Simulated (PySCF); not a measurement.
C2H9BSSi, SMILES CB(C)S[SiH3], CAM-B3LYP/def2-SVP optimised geometry.

```
14

Si     1.43    -0.31     0.00
S      0.83    -1.35     1.79
B     -0.99    -1.34     1.78
C     -1.68    -2.05     2.99
C     -1.83    -0.66     0.64
H      0.93     1.10     0.00
H      0.93    -0.99    -1.22
H      2.91    -0.31     0.00
H     -2.33    -2.86     2.61
H     -2.37    -1.35     3.49
H     -1.00    -2.48     3.75
H     -2.91    -0.76     0.79
H     -1.60     0.41     0.56
H     -1.58    -1.10    -0.35
```

Density from CAM-B3LYP/def2-TZVP run with PySCF at that geometry.

Minimum of the electron density along straight lines between bonded atoms, close to the bond critical point (lines longer than 1.1 times the sum of covalent radii, or with two minima, are not listed):

| bond | length / Å | ρ at the minimum / e bohr⁻³ | ∇²ρ there / e bohr⁻⁵ | position (fraction from the first atom) |
|---|---|---|---|---|
| Si1–S2 | 2.156 | 0.099 | 0.07 | 0.36 |
| S2–B3 | 1.818 | 0.149 | -0.22 | 0.70 |
| B3–C4 | 1.570 | 0.192 | -0.37 | 0.33 |
| B3–C5 | 1.574 | 0.190 | -0.37 | 0.33 |
| Si1–H6 | 1.487 | 0.122 | 0.14 | 0.49 |
| Si1–H7 | 1.487 | 0.122 | 0.14 | 0.49 |
| Si1–H8 | 1.485 | 0.123 | 0.15 | 0.49 |
| C4–H9 | 1.104 | 0.263 | -0.86 | 0.64 |
| C4–H10 | 1.104 | 0.264 | -0.86 | 0.64 |
| C4–H11 | 1.098 | 0.272 | -0.91 | 0.64 |
| C5–H12 | 1.100 | 0.270 | -0.90 | 0.64 |
| C5–H13 | 1.103 | 0.265 | -0.86 | 0.64 |
| C5–H14 | 1.103 | 0.265 | -0.87 | 0.64 |
